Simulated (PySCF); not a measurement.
Molfile (atoms numbered from 1):
```
C4H15BN2
     RDKit          3D

 22 21  0  0  0  0  0  0  0  0999 V2000
   -2.0140   -1.0207    0.5285 B   0  0  0  0  0  0  0  0  0  0  0  0
   -0.7467   -0.0530    0.1409 N   0  0  0  0  0  0  0  0  0  0  0  0
   -0.9016    0.3906   -1.2532 C   0  0  0  0  0  0  0  0  0  0  0  0
   -0.7679    1.1215    1.0363 C   0  0  0  0  0  0  0  0  0  0  0  0
    0.4899   -0.8601    0.3216 C   0  0  0  0  0  0  0  0  0  0  0  0
    1.7712   -0.3587   -0.3237 C   0  0  0  0  0  0  0  0  0  0  0  0
    2.1829    0.9546    0.1283 N   0  0  0  0  0  0  0  0  0  0  0  0
   -2.0097   -1.9257   -0.3007 H   0  0  0  0  0  0  0  0  0  0  0  0
   -3.0126   -0.3129    0.4589 H   0  0  0  0  0  0  0  0  0  0  0  0
   -1.7942   -1.4214    1.6673 H   0  0  0  0  0  0  0  0  0  0  0  0
   -0.1349    1.1346   -1.5158 H   0  0  0  0  0  0  0  0  0  0  0  0
   -1.9012    0.8295   -1.3615 H   0  0  0  0  0  0  0  0  0  0  0  0
   -0.8352   -0.4803   -1.9174 H   0  0  0  0  0  0  0  0  0  0  0  0
   -1.7229    1.6422    0.8959 H   0  0  0  0  0  0  0  0  0  0  0  0
   -0.7248    0.7664    2.0737 H   0  0  0  0  0  0  0  0  0  0  0  0
    0.0807    1.7825    0.8157 H   0  0  0  0  0  0  0  0  0  0  0  0
    0.6179   -0.9892    1.4066 H   0  0  0  0  0  0  0  0  0  0  0  0
    0.2613   -1.8570   -0.0824 H   0  0  0  0  0  0  0  0  0  0  0  0
    2.5210   -1.1596   -0.1488 H   0  0  0  0  0  0  0  0  0  0  0  0
    1.6380   -0.3198   -1.4170 H   0  0  0  0  0  0  0  0  0  0  0  0
    3.0098    1.2667   -0.3753 H   0  0  0  0  0  0  0  0  0  0  0  0
    2.4353    0.9334    1.1153 H   0  0  0  0  0  0  0  0  0  0  0  0
  1  2  1  0
  2  3  1  0
  2  4  1  0
  2  5  1  0
  5  6  1  0
  6  7  1  0
  1  8  1  0
  1  9  1  0
  1 10  1  0
  3 11  1  0
  3 12  1  0
  3 13  1  0
  4 14  1  0
  4 15  1  0
  4 16  1  0
  5 17  1  0
  5 18  1  0
  6 19  1  0
  6 20  1  0
  7 21  1  0
  7 22  1  0
M  CHG  2   1  -1   2   1
M  END
```

Geometry: PBE0-D3(BJ)/def2-SVP; GIAO shifts from PySCF, gas phase, non-relativistic, averaged over equivalent atoms.

At PBE0/pcSseg-1 (194 basis functions, 2 min wall time on 1 thread of an Intel Xeon, shared host):
```json
{"atoms": "B1", "δ (ppm)": "-9.4"}
{"atoms": "N2", "δ (ppm)": "60.3"}
{"atoms": "N7", "δ (ppm)": "37.8"}
{"atoms": "C5", "δ (ppm)": "62.3"}
{"atoms": "C3/C4", "δ (ppm)": "50.0"}
{"atoms": "C6", "δ (ppm)": "42.8"}
{"atoms": "H19/H20", "δ (ppm)": "2.97"}
{"atoms": "H11/H12/H13/H14/H15/H16", "δ (ppm)": "2.77"}
{"atoms": "H17/H18", "δ (ppm)": "2.76"}
{"atoms": "H8/H9/H10", "δ (ppm)": "2.12"}
{"atoms": "H21/H22", "δ (ppm)": "0.15"}
```

Chemical shifts δ = σref − σ; $^{11}$B (σ = 100.73 ppm) against BF3·OEt2; NH3 for $^{15}$N (σ = 265.67 ppm); TMS for $^{13}$C (σ = 184.41 ppm), $^{1}$H (σ = 31.27 ppm), all at this level.

Question: Predict the values at CAM-B3LYP/pcSseg-1 on the same geometry.

Answer: 
| atoms | δ at CAM-B3LYP/pcSseg-1 | change |
| --- | --- | --- |
| B1 | -8.8 | +0.6 |
| N2 | 61.0 | +0.7 |
| N7 | 40.3 | +2.5 |
| C5 | 62.9 | +0.6 |
| C3/C4 | 50.1 | +0.1 |
| C6 | 43.0 | +0.2 |
| H19/H20 | 2.92 | -0.05 |
| H11/H12/H13/H14/H15/H16 | 2.75 | -0.02 |
| H17/H18 | 2.72 | -0.04 |
| H8/H9/H10 | 2.03 | -0.09 |
| H21/H22 | 0.19 | +0.04 |

Shifts are taken against calculated references (same method and geometry level): $^{11}$B (σ = 99.35 ppm) vs BF3·OEt2; NH3 for $^{15}$N (σ = 267.29 ppm); $^{13}$C (σ = 182.45 ppm) and $^{1}$H (σ = 31.33 ppm) against TMS.

The largest change is at N7 (amine nitrogen). Cost: 194 basis functions, 97 s wall time on 1 thread of an Intel Xeon, shared host. The order of the carbon signals is the same at both levels.

Experimental scales use liquid or dissolved standards, which lie at an offset from isolated NH3 (liquid NH3: subtract about 20 ppm).
